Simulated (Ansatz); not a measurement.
Consider the ligand exchange at the Si–C bond: `OC(S)[SiH2]F` + `C=N` → `C=N[SiH2]F` + `OCS`.

Gas-phase electronic energies from Ansatz, PBE0-D4/def2-TZVP geometries. CCSD(T)/CBS adds triple-zeta CCSD(T) − MP2 to the extrapolated MP2 energy (def2 sets, frozen cores). This one scheme is used for every species. Functionals use def2-TZVPP. B3LYP here is the variant with VWN-RPA as its local correlation; programs differ in this. Each species was taken in one conformer, which may not be the lowest.

```csv
level,ΔE (kcal/mol)
B3LYP-D4,-12.3
B2PLYP,-13.2
```

What does CCSD(T)/CBS give? (An estimate is asked.)

The calculation gave: -11.7 kcal/mol. The listed levels differ from it by -0.6, -1.5 kcal/mol.

Largest T1 diagnostic among the species: 0.013.

From PBE to PBE0 (25 % exact exchange), in def2-TZVPP and without D4, ΔE moves by −0.8 kcal/mol. In def2-TZVPP, CCSD(T) changes the Hartree–Fock value by +5.1 kcal/mol (the triples alone add +0.7 kcal/mol) and MP2 by +4.4 kcal/mol. The D4 term adds +1.4 kcal/mol with B3LYP and +0.8 kcal/mol with PBE0; it sums over pairs of atoms, weighted by their polarisabilities, and B3LYP, whose exchange is more repulsive, gets the larger term.
